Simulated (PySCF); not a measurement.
C3H9Si, SMILES C[Si](C)C, multiplicity 2.

Geometry: r2SCAN-D4/def2-SVP.

These are PBE/def2-TZVP run with PySCF values and carry that method's errors.

```
Item                                                                                                            Result
---------------------------------------------------------------------------------------------  -----------------------
total energy                                                                                        -408.93307 hartree
point group                                                                                                        C3v
α spin, highest occupied and lowest empty level                                                      -4.14 and 0.28 eV
β spin, highest occupied and lowest empty level                                                     -7.21 and -2.39 eV
dipole moment                                                                                                   0.71 D
quadrupole, principal values (traceless, Buckingham form, about the centre of nuclear charge)    -1.63, 0.82, 0.82 D·Å
mean static polarisability                                                                       69.6 bohr³ (10.32 Å³)
polarisability, principal values                                                                60.1, 74.4, 74.4 bohr³
⟨S²⟩                                                                                           0.752 (pure state 0.75)
```
